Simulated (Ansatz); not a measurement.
CH₄FGeNS, SMILES `[F][Ge@H]1[NH][C@@H]1S`. Charge 0, multiplicity 1. The structure was optimised at the PBE0-D4/def2-TZVP level. It is one conformer, not always the lowest.

```xyz
9

F     0.948   -2.173    1.115
Ge    0.103   -0.653    1.115
N     0.955    0.722    0.249
C    -0.123    0.184   -0.601
S    -1.328    1.438   -1.039
H    -0.464   -0.415    2.505
H     1.882    0.701   -0.154
H     0.169   -0.431   -1.451
H    -2.141    0.628   -1.738
```

(1) What is the dipole moment at B3LYP/def2-TZVPP? (Best estimate.)

(2) And with PBE, r2SCAN, ωB97M-V? (An estimate is asked.)

(3) Give the Mulliken charges with B3LYP, ωB97M-V, PBE in def2-TZVPP. (An estimate is asked.)

Answers

(1) The calculation gave: 0.82 D, with components (-0.47, -0.61, -0.28) D in this frame, pointing from negative to positive charge.

(2) The calculation gave: PBE 0.75 D, r2SCAN 0.79 D, ωB97M-V 0.89 D.

(3) Ansatz gave: 
| atom | B3LYP | ωB97M-V | PBE |
| --- | --- | --- | --- |
| F1 | -0.37 | -0.37 | -0.33 |
| Ge2 | 0.57 | 0.57 | 0.49 |
| N3 | -0.38 | -0.37 | -0.34 |
| C4 | -0.08 | -0.15 | -0.07 |
| S5 | -0.12 | -0.10 | -0.14 |
| H6 | 0.03 | 0.05 | 0.02 |
| H7 | 0.14 | 0.12 | 0.15 |
| H8 | 0.13 | 0.15 | 0.12 |
| H9 | 0.09 | 0.10 | 0.10 |

B3LYP here is the variant with VWN-RPA as its local correlation; programs differ in this.
